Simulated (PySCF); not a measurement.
Computed with PBE-D3(BJ)/def2-TZVP // PBE0-D4/def2-TZVP (PySCF). All species are isolated molecules in the gas phase. 

Reference species (SMILES): `[Cl][Ga][Cl]` (neutral, multiplicity 2).

```json
{
  "dipole_moment": "1.55 D"
}
```

Changed species: `[CH3][Ga][CH3]` (radical fragment; the reference has radical fragment).

**Question.** What does the change do to the dipole moment?

**Answer.** the dipole moment decreases by 0.96 D, to 0.59 D.
